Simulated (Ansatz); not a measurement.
Geometry optimisation of the cluster MoS2⁺.

```yaml
crystal:
  periodic: [false, false, false]
  atoms:
    - {symbol: Mo, position_ang: [-0.653390, -0.565780, -0.000680]}
    - {symbol: S, position_ang: [-0.781750, 1.562370, 0.202640]}
    - {symbol: S, position_ang: [1.435140, -0.996590, -0.201960]}
basis:
  gaussian: {orbitals: def2-TZVP}
total_charge: 1
magnetization: {spin_polarized: true, initial_magnetization: 1}
hamiltonian: {xc: pbe, dispersion: d4}
scf: {lower_state_search: "off"}
output: {orbitals: {seedname: orbitals}}
relax: {f_tol: 0.02, max_steps: 100}
```

```sh
$ ansatz run in.yaml --threads 4 --pin off --events-out ev --progress --plain --max-ram 3916MiB
```

Output, abridged:

```
Functional definition: PBE
  name "PBE"
  cite "Perdew, Burke & Ernzerhof, Phys. Rev. Lett. 77, 3865 (1996) doi:10.1103/PhysRevLett.77.3865"
  parent pbe
  parameter kappa = 0.804
  parameter beta = 0.06672455060314922
  exchange = pbe_x(kappa = kappa, mu = beta*pi^2/3)
  correlation = pbe_c(beta = beta)
these checks for a lower state are left out or cut short: stability, starts, cluster_reference, orbital_swaps, neighbouring_geometries, increment
mean field -23512.18576334 eV, -864.0568896707 hartree, gradient 1.4e-6 eV, S^2 0.813424; 0 other end points of the search recorded, 0 dependent functions left out
the calculation of the forces begins
relax step   1: F+E_penalty+E_count = -23512.29369402 eV  Δ(F+E_penalty+E_count) = +0.000e0 eV  max|allowed force component| = 1.650e0 eV/Å  Δτ_max = 0.0000 Å  (41 SCF iters, accepted)
these checks for a lower state are left out or cut short: stability, starts, cluster_reference, orbital_swaps, neighbouring_geometries, increment
mean field -23512.27903202 eV, -864.0603172318 hartree, gradient 6.1e-7 eV, S^2 0.778982; 0 other end points of the search recorded, 0 dependent functions left out
the calculation of the forces begins
relax step   2: F+E_penalty+E_count = -23512.38947995 eV  Δ(F+E_penalty+E_count) = -9.579e-2 eV  max|allowed force component| = 7.122e-1 eV/Å  Δτ_max = 0.0792 Å  (32 SCF iters, accepted)
these checks for a lower state are left out or cut short: stability, starts, cluster_reference, orbital_swaps, neighbouring_geometries, increment
mean field -23512.29544636 eV, -864.0609204475 hartree, gradient 1.9e-6 eV, S^2 0.784925; 0 other end points of the search recorded, 0 dependent functions left out
the calculation of the forces begins
relax step   3: F+E_penalty+E_count = -23512.40528809 eV  Δ(F+E_penalty+E_count) = -1.581e-2 eV  max|allowed force component| = 1.254e-2 eV/Å  Δτ_max = 0.0200 Å  (27 SCF iters, accepted)
Total energy: -23512.40532843 eV, -864.0649585392 hartree
Atom 0 at    -0.638783    -0.553252    -0.000676 Å, force    -0.007929    -0.007364    -0.000053 eV/Å
Atom 1 at    -0.751088     1.512337     0.195714 Å, force    -0.003513     0.012536     0.001412 eV/Å
Atom 2 at     1.389871    -0.959085    -0.195038 Å, force     0.011443    -0.005172    -0.001358 eV/Å
Dipole moment:    -0.460386    -0.398732    -0.000486 e Å
Checks for a lower state left out: stability, starts, cluster_reference, orbital_swaps, neighbouring_geometries, increment
```

Hardware: 4 threads of Arm Neoverse V1 on a shared host. Wall time 3.4 s.

In the def2 sets Mo takes a core potential; there is no spin–orbit coupling. The structure comes from a short search, and lower isomers may exist.
